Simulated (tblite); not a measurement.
Question: Write Cartesian coordinates for `CC[P@](C)(=O)C(F)=C(F)F` as optimised with GFN2-xTB.

Answer: 
```xyz
18
C5H8F3OP angstrom
C      1.8030   -0.7208   -0.4344
C      1.0229   -0.5683    0.8608
P     -0.4649    0.4996    0.7499
C      0.0165    2.1169    0.0558
O     -1.2477    0.5679    1.9841
C     -1.4506   -0.2192   -0.6403
F     -1.6484    0.5086   -1.7506
C     -2.0278   -1.4026   -0.4967
F     -2.8179   -2.0326   -1.3495
F     -1.8129   -2.1396    0.5804
H      1.1673   -1.1107   -1.2268
H      2.2111    0.2331   -0.7592
H      2.6301   -1.4129   -0.2914
H      1.6383   -0.1198    1.6461
H      0.6746   -1.5341    1.2363
H      0.4432    2.0330   -0.9383
H      0.7325    2.5712    0.7383
H     -0.8782    2.7367    0.0239
```

Orientation and origin are arbitrary. Atoms count from 1 in this order. The C–P distances run from 1.825 Å (P3–C4, drawn single) to 1.850 Å (P3–C6, drawn single), a spread of 0.025 Å. The C–C distances run from 1.324 Å (C6=C8, drawn double) to 1.520 Å (C1–C2, drawn single), a spread of 0.196 Å. Of the pairs four or more bonds apart, C6···H11 is among the closest relative to their van der Waals radii: 2.83 Å, 97 % of the sum of Bondi's values. P3 (phosphoryl phosphorus) is distorted tetrahedral (angles from 101.5° to 114.9°).

Bonds between heavy atoms (Å): C1–C2 1.520, C2–P3 1.835, P3–C4 1.825, P3=O5 1.463, P3–C6 1.850, C6–F7 1.342, C6=C8 1.324, C8–F9 1.322, C8–F10 1.323.

Computed geometry: GFN2-xTB, gas phase.

Point group: C1 (no symmetry element, even within 0.4 Å). Its GFN2-xTB frequencies are all real (lowest 32 cm⁻¹). The numbers are those of one conformer (C1–C2–P3–C4 -54°, C2–P3–C6–F7 -115°).
